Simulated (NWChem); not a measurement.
# HfOF2; SMILES [F][Hf]([F])=[O]

```xyz
4

Hf     0.0285    -0.1476     0.0000
O      1.6669     0.4853     0.0000
F     -0.8548     0.3746     1.6341
F     -0.8548     0.3746    -1.6341
```
Atoms are numbered in this order, from 1.

The geometry was optimised at PBE0/def2-SVP. No frequency run checked for a minimum. def2 effective core potentials on Hf; no spin-orbit coupling.

Symmetry labels are those of Cs in the frame above (b1 and b2, or b-type labels, depend on it).

List the 4 lowest vertical singlet excitations from CAM-B3LYP/def2-SVPD with def2 effective core potentials on Hf, TDA (NWChem).


```tsv
state	energy (eV)	oscillator strength	symmetry	leading excitation (squared amplitude)
S1	3.64	0.002	a"	HOMO → LUMO (0.96)
S2	3.81	0.002	a'	HOMO−1 → LUMO (0.94)
S3	4.04	0.014	a'	HOMO−2 → LUMO (0.94)
S4	5.85	0.010	a'	HOMO → LUMO+1 (0.94)
```
